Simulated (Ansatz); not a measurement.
Two isomers of C3H8SSi: A = `C[SiH2]CC=S`, B = `CC1C[SiH2]S1`.

Program: Ansatz. Geometries: PBE0-D4/def2-TZVP. ΔE: electronic, gas phase. CCSD(T)/CBS is the MP2 limit (def2-TZVPP, def2-QZVPP) plus CCSD(T) − MP2 in def2-TZVPP, frozen cores. DFT in def2-TZVPP. B3LYP here is the variant with VWN-RPA as its local correlation; programs differ in this. Each species was taken in one conformer, which may not be the lowest.

A:

```xyz
13

C    -0.460    1.003   -1.435
Si    0.038    1.002    0.364
C     0.810   -0.666    0.872
C    -0.104   -1.758    0.517
S    -1.213   -2.433    1.480
H    -1.230    0.252   -1.628
H    -0.865    1.978   -1.716
H     0.394    0.795   -2.084
H    -1.139    1.236    1.238
H     1.060    2.053    0.625
H     1.764   -0.749    0.339
H     0.981   -0.616    1.950
H    -0.035   -2.095   -0.521
```

B:

```xyz
13

C    -0.139   -0.967   -1.580
C     0.133   -0.666   -0.127
C     0.630    0.765    0.173
Si   -0.436    0.952    1.704
S    -1.411   -0.775    0.919
H    -0.531   -1.978   -1.712
H    -0.868   -0.262   -1.988
H     0.787   -0.881   -2.158
H     0.835   -1.397    0.281
H     1.714    0.848    0.261
H     0.293    1.450   -0.610
H    -1.271    2.175    1.837
H     0.264    0.736    3.000
```

(1) Which isomer does CCSD(T)/CBS put lower? Give the gap. (Estimate.)

(2) Give E(B) − E(A) in kJ/mol with B2PLYP, PBE0-D4, CCSD/def2-TZVPP, HF/def2-TZVPP, B3LYP-D4, r2SCAN-D4, B3LYP. (An estimate is asked.)

Largest T1 diagnostic: 0.015.

Answers

(1) Computed: B, by 70.0 kJ/mol.

(2) The calculation gave: B2PLYP -57.8, PBE0-D4 -80.2, CCSD/def2-TZVPP -67.6, HF/def2-TZVPP -58.4, B3LYP-D4 -55.2, r2SCAN-D4 -65.9, B3LYP -50.6. None reverses the order clearly.

From PBE to PBE0 (25 % exact exchange), in def2-TZVPP and without D4, E(B) − E(A) moves by −12.5 kJ/mol. The D4 term adds −4.5 kJ/mol with B3LYP and −1.9 kJ/mol with PBE0; it sums over pairs of atoms, weighted by their polarisabilities, and B3LYP, whose exchange is more repulsive, gets the larger term.
